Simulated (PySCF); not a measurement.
## Excitation energy of Ne⁺ by level of theory

Ne⁺ [He] 2s2 2p5 (2P) → Ne⁺ [He] 2s2 2p4 3s1 (4P), as a difference of total energies. Calculation: PySCF 2.14, in aug-cc-pwCVDZ; the non-relativistic Hamiltonian (point nucleus). Correlated levels: valence: 1s2 frozen; valence and next inner shell: nothing frozen. The calculations carry no spin-orbit coupling.

```json
{"method": "UHF", "excitation energy (eV)": "26.217"}
{"method": "LDA", "excitation energy (eV)": "27.713"}
{"method": "PBE", "excitation energy (eV)": "27.440"}
{"method": "PBE0", "excitation energy (eV)": "27.402"}
{"method": "r2SCAN", "excitation energy (eV)": "27.722"}
{"method": "wB97M-V", "excitation energy (eV)": "27.401"}
{"method": "TPSS", "excitation energy (eV)": "27.446"}
{"method": "M06-2X", "excitation energy (eV)": "27.577"}
{"method": "PW91", "excitation energy (eV)": "27.515"}
{"method": "MP2 (valence)", "excitation energy (eV)": "27.176"}
{"method": "SCS-MP2 (valence)", "excitation energy (eV)": "27.190"}
{"method": "MP2 (valence and next inner shell)", "excitation energy (eV)": "27.196"}
{"method": "SCS-MP2 (valence and next inner shell)", "excitation energy (eV)": "27.199"}
```

How much does correlation contribute at MP2 (valence and next inner shell)?

27.196 − (26.217) = 0.979 eV, measured against UHF.

Errors of the correlated levels include the incompleteness of this basis and the frozen core.

For comparison: 27.175 eV (measured; NIST levels, between the centres of gravity of the two terms).
